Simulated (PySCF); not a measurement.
**Two probes of the same atoms: core binding energy and nuclear shielding**

C₃H₆B₂.
Bonds: B1–C2, C2–B3, C2–C4, C4–C5 (triple). Hydrogens: H6, H7 on B1; H8 on C2; H9, H10 on B3; H11 on C5.

Binding energies: PySCF, delta-SCF UKS SCAN, pcX-2 on the ionised atom, pcseg-1 elsewhere, spin-free X2C. Shieldings: GIAO HF/pcSseg-2, non-relativistic, same geometry.

```tsv
atom	C 1s (eV)
C2	291.14
C4	290.67
C5	290.05
```

Problem. What are the absolute isotropic shieldings of these atoms?

Solution. 
```json
{"atom": "C5", "environment": "terminal alkyne carbon", "C 1s (eV)": "290.05", "isotropic shielding (ppm)": "113.7"}
{"atom": "C4", "environment": "alkyne carbon", "C 1s (eV)": "290.67", "isotropic shielding (ppm)": "103.4"}
{"atom": "C2", "environment": "sp3 carbon bound to boron", "C 1s (eV)": "291.14", "isotropic shielding (ppm)": "142.3"}
```

Problem. Among the listed atoms, is the one with the highest binding energy also the least shielded?

Solution. No. The highest binding energy is at C2 (291.14 eV, shielding 142.3 ppm), the lowest shielding at C4 (103.4 ppm, 290.67 eV).

By binding energy: C5 < C4 < C2. By shielding: C4 < C5 < C2.

Spin contamination (⟨S²⟩ against 0.75 for a pure doublet) is marked for C 1s of C4 (0.87), which makes this value less certain. One conformer (not necessarily the lowest) at the PBE0-D3(BJ)/def2-SVP geometry, without solvent, vibrations or thermal averaging.
